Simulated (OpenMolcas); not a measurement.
**OpenMolcas timings: triplet CH3FGeO**

CH3FGeO: 7 atoms, total charge 0, spin state triplet. As SMILES of the parent species, `C[O][Ge][F]`. Geometry: relaxed at PBE0-D4/def2-TZVP. This is one conformer, not always the lowest. That shape belongs to the parent species and isn't relaxed for this state.

```xyz
7

C    -0.5048    0.4915    0.3949
O     0.4124    0.6242   -0.6719
Ge    1.4417   -0.6107   -1.3984
F     0.9674   -1.9906   -0.4002
H    -0.5485   -0.5322    0.7738
H    -0.2080    1.1611    1.2066
H    -1.4987    0.7885    0.0497
```

Program: OpenMolcas 26.06. Hardware: 1 thread of Intel Xeon 6975P-C (Granite Rapids), shared host, so times are rough. Two-electron integrals are exact unless an approximation is named.

Problem. Estimate their order by wall time, quickest first.
A. energy at UHF/6-31G* (spherical functions)
B. energy at USVWN5/6-31G* (spherical functions), grid UltraFine
C. energy at ROCCSD(T)/6-31G* (spherical functions), 12 core orbitals frozen
D. energy at UHF/STO-3G

Solution. D (1.6 s), A (5.7 s), B (21 s), C (55 s).
